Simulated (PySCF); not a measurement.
# Where the electron goes

Compound: SiEt2(NCO)2, C6H10N2O2Si.
Structure used (PBE0-D3(BJ)/def2-SVP), in Å, numbered top down from 1:
```xyz
21
C6H10N2O2Si angstrom
Si     0.0707   -0.0004    0.0704
C     -0.1080   -0.0689    1.9249
C     -1.5513   -0.0590    2.4199
H      0.4536    0.7870    2.3396
H      0.4203   -0.9736    2.2743
H     -1.6038   -0.1025    3.5184
H     -2.0791    0.8525    2.0991
H     -2.1160   -0.9191    2.0278
C      1.8308   -0.0434   -0.5425
C      1.9634    0.0150   -2.0619
H      2.2980   -0.9605   -0.1423
H      2.3651    0.7997   -0.0700
H      3.0168   -0.0161   -2.3790
H      1.4480   -0.8314   -2.5416
H      1.5231    0.9392   -2.4669
N     -0.6826    1.4419   -0.5132
C     -1.2525    2.3703   -1.0088
O     -1.7992    3.2865   -1.4841
N     -0.7897   -1.3296   -0.6239
C     -1.4704   -2.1699   -1.1371
O     -2.1239   -3.0017   -1.6327
```

Level of theory: TDDFT B3LYP/def2-SVPD, vertical, gas phase, core orbitals frozen in the response in PySCF.

Frontier orbitals with the atoms that hold most of them (Löwdin shares over 4%, at most four atoms; ? is withheld):

```csv
orbital,ε (eV),atoms
HOMO-3,-8.94,"N16 18%, N19 18%, O18 13%, O21 13%"
HOMO-2,-8.66,"N19 23%, N16 23%, O21 17%, O18 16%"
HOMO-1,-8.43,"N19 24%, N16 24%, O21 16%, O18 16%"
HOMO,-7.96,?
LUMO,?,?
LUMO+1,0.08,"C20 13%, C17 13%, Si1 13%, N19 11%"
LUMO+2,0.21,"C17 10%, C20 10%, Si1 8%, O18 8%"
```

Task: Which atoms hold the HOMO, and with what shares?

Result: C9 (bonded to C, Si and 2 H) 15%; C2 (bonded to C, Si and 2 H) 15%; Si1 (bonded to 2 C and 2 N) 12%; N16 (bonded to C and Si) 10%. By element: carbon 30% or more, silicon 12%, nitrogen 10% or more.

Task: Give the leading atoms of the LUMO.

Result: C17 (bonded to N and O) 15%; C20 (bonded to N and O) 15%; Si1 (bonded to 2 C and 2 N) 11%; C3 (bonded to C and 3 H) 6%. By element: carbon 37% or more, silicon 11%.

Task: What is the LUMO energy, and the HOMO–LUMO gap?

Result: ε(LUMO) = -0.23 eV; the gap is 7.72 eV (0.2838 hartree).

Task: The HOMO–LUMO gap is 7.72 eV. Where does the response calculation put the lowest singlet, and from which orbitals?

Result: S1 is at 6.88 eV (f = 0.014), 0.84 eV below the gap, made of HOMO→LUMO (64%), HOMO→LUMO+1 (30%). 

Next come S2 at 6.94 eV (f 0.0031), HOMO→LUMO+1 (58%), HOMO→LUMO (34%); S3 at 7.16 eV (f 0.0001), HOMO-2→LUMO+1 (35%), HOMO→LUMO+3 (35%), HOMO→LUMO+6 (10%); S4 at 7.28 eV (f 0.045), HOMO→LUMO+2 (71%), HOMO-3→LUMO+1 (8%); S5 at 7.30 eV (f 0.0004), HOMO-1→LUMO (84%).

On Intel Xeon 6975P-C, 2 threads, no GPU (shared host), this took 60 s wall, 2.3 min CPU (grids of density and orbitals included) and 1.9 GiB of memory at its peak.

One conformer stands for the species.
